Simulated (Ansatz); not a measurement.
BH2SCl3⁺, that is B(H2S)Cl3 with one electron fewer. Total charge 1; doublet. Geometry PBE0-D4/def2-SVP, that of the neutral singlet; atoms count from 1.

```
atom   x (Å)   y (Å)   z (Å)
  B1   0.512   0.441   0.533
  S2  -0.390  -0.393  -1.244
  H3  -0.473  -1.686  -0.851
  H4  -1.689  -0.144  -0.957
 Cl5   2.193  -0.191   0.390
 Cl6  -0.452  -0.230   1.900
 Cl7   0.300   2.203   0.228
```

**Question.** Estimate the Mulliken populations from the PBE0/def2-TZVP orbitals of Ansatz.

**Answer.** 
```csv
atom,charge (e),spin (α − β)
B1,-0.03,-0.07
S2,0.03,0.00
H3,0.24,0.00
H4,0.24,0.00
Cl5,0.17,0.36
Cl6,0.17,0.36
Cl7,0.17,0.35
```
Mulliken values and Mayer orders depend strongly on the basis.

**Question.** Where does the spin sit?

**Answer.** Summed by element: B -0.07, S 0.00, H 0.00, Cl 1.07, of 1 unpaired in all. Largest on single atoms: Cl6 0.36, Cl5 0.36, Cl7 0.35.

**Question.** And the Mayer bond orders between bonded heavy atoms (over 0.3)?

**Answer.** B1–S2 0.75 (2.16 Å); B1–Cl5 1.17 (1.80 Å); B1–Cl6 1.17 (1.80 Å); B1–Cl7 1.17 (1.80 Å).
